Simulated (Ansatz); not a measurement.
Coupled-cluster run, F$_{2}$H$_{6}$N$_{2}$SSi$_{2}$, SMILES `N[SiH2]S[Si](N)(F)F`.

```yaml
crystal:
  periodic: [false, false, false]
  atoms:
    - {symbol: N, position_ang: [1.941271, -0.955469, -0.331232]}
    - {symbol: Si, position_ang: [1.499339, 0.688612, -0.421171]}
    - {symbol: S, position_ang: [0.251634, 1.485898, 1.169383]}
    - {symbol: Si, position_ang: [-1.567523, 0.710867, 0.490597]}
    - {symbol: N, position_ang: [-1.453064, -0.940862, 0.119380]}
    - {symbol: F, position_ang: [-2.641852, 1.062890, 1.605806]}
    - {symbol: F, position_ang: [-2.105578, 1.398990, -0.833013]}
    - {symbol: H, position_ang: [1.239108, -1.655197, -0.512378]}
    - {symbol: H, position_ang: [2.618384, -1.269776, 0.344783]}
    - {symbol: H, position_ang: [0.782376, 0.912239, -1.695130]}
    - {symbol: H, position_ang: [2.729550, 1.502870, -0.297238]}
    - {symbol: H, position_ang: [-1.138513, -1.580647, 0.831549]}
    - {symbol: H, position_ang: [-2.155121, -1.360412, -0.471346]}
basis:
  gaussian: {orbitals: def2-TZVPP}
correlation: {method: ccsd_t}
```

```sh
$ ansatz run in.yaml --threads 2 --pin off --events-out ev --progress --plain --max-ram 22528MiB --backend cuda --devices 0, --max-vram 18GiB
```

Log, shortened:

```
Functional definition: HF
1988 factors; integrals over basis functions are off by at most 1.0e-3 eV
mean field evaluation 1: about -35018.2090 eV, gradient 5.6e1 eV
mean field evaluation 2: about -35018.5835 eV, gradient 5.6e1 eV
mean field evaluation 4: about -35024.5211 eV, gradient 3.9e0 eV
mean field evaluation 8: about -35024.6022 eV, gradient 3.0e-1 eV
mean field evaluation 16: about -35024.6027 eV, gradient 2.7e-6 eV
mean field -35024.60265931 eV, -1287.1304072011 hartree, gradient 2.7e-6 eV, S^2 0.000000; 0 other end points of the search recorded, 0 dependent functions left out
19 core orbitals not correlated: weight in the atoms' cores, before any rotation towards them, 1.000 or more for the frozen orbitals, at most 0.000 for the correlated occupied ones
reference -35024.60265931 eV, -1287.1304072011 hartree; 22, 22 occupied and 293, 293 virtual orbitals, 1988 factors
second order -36.37847661 eV of doubles, -0.00000000 eV of singles
cycle   1  -36.68147955 eV  change   -3.0e-1 eV  update   1.2e-1
cycle   2  -37.43984462 eV  change   -7.6e-1 eV  update   3.4e-2
cycle   3  -37.60989763 eV  change   -1.7e-1 eV  update   1.7e-2
cycle   4  -37.59147326 eV  change    1.8e-2 eV  update   3.8e-3
cycle   5  -37.58843825 eV  change    3.0e-3 eV  update   1.6e-3
cycle   6  -37.58935187 eV  change   -9.1e-4 eV  update   5.2e-4
cycle   7  -37.58904446 eV  change    3.1e-4 eV  update   1.8e-4
cycle   8  -37.58892372 eV  change    1.2e-4 eV  update   6.0e-5
cycle   9  -37.58894285 eV  change   -1.9e-5 eV  update   2.4e-5
perturbative correction -1.37435354 eV, -0.0505065610 hartree
Total energy: -35063.56595569 eV, -1288.5622819330 hartree
```

Run time 7.5 s (2 threads of an AMD EPYC 7R13 on a shared host and a share of an NVIDIA H100 80 GB); peak host memory 0.88 GiB.

MP2 recovers 93.4 % of the CCSD(T) correlation energy and the triples give 3.5 %; T1 = 0.0114.
